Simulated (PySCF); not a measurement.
**Structure from 2D NMR**

Compound of formula C5H10O4. Correlations simulated from computed shifts and the bond graph:

HSQC (one-bond C–H):
```tsv
δH	δC
5.23	95.7
5.11	95.7
5.06	118.5
3.61	65.0
1.28	16.6
```

COSY cross peaks (H two or three bonds apart, from the bond graph; peaks can be absent where the dihedral angle is near 90°):
```tsv
δH	δH
5.23	5.11
3.61	1.28
```

HMBC (two and three bonds, from the bond graph):
```tsv
δH	δC
5.23	118.5, 95.7
5.11	118.5, 95.7
5.06	95.7, 65.0
3.61	118.5, 16.6
1.28	65.0
```

Level of theory: shielding tensors at PBE/pcSseg-1 (GIAO), PBE0-D3(BJ)/def2-SVP geometry, in PySCF 2.14.0 with density-fitted response routines (equivalent nuclei averaged, one conformer, non-relativistic, gas phase).

Shifts are taken against calculated references (same method and geometry level): $^{1}$H (σref 31.20) and $^{13}$C (σref 180.03) vs TMS.

Exchangeable hydrogens are left out of these lists.

Question: Work out the connectivity.

Answer: `CCOC1OCOCO1`.

Atom-mapped SMILES (the numbers label the heavy atoms): `[CH3:1][CH2:2][O:3][CH:4]1[O:5][CH2:6][O:7][CH2:8][O:9]1`. Hydrogens are named by the atom that carries them. Ha(C6), Ha(C8) are cis to O3 on the ring; Hb(C6), Hb(C8) are trans to O3 on the ring.

δC 118.5 is C4, an sp3 carbon bearing two oxygens (δH 5.06). δC 95.7 is C6/C8, an sp3 carbon bearing two oxygens (δH 5.23, 5.11). δC 65.0 is C2, an sp3 CH2 bonded to O (δH 3.61). δC 16.6 is C1, a methyl carbon (δH 1.28). COSY links 5.23–5.11, 3.61–1.28.

The data come from this structure; uniqueness wasn't tested.

Shifts are as computed. Against solution values, carbons near 30 ppm lie about +2 ppm off and those near 130 ppm about +2 ppm. Of 1211 compounds with measured shifts, 218 miss one by over three times the rms of a fit or turn the order of signals round; such compounds aren't used in these exercises.
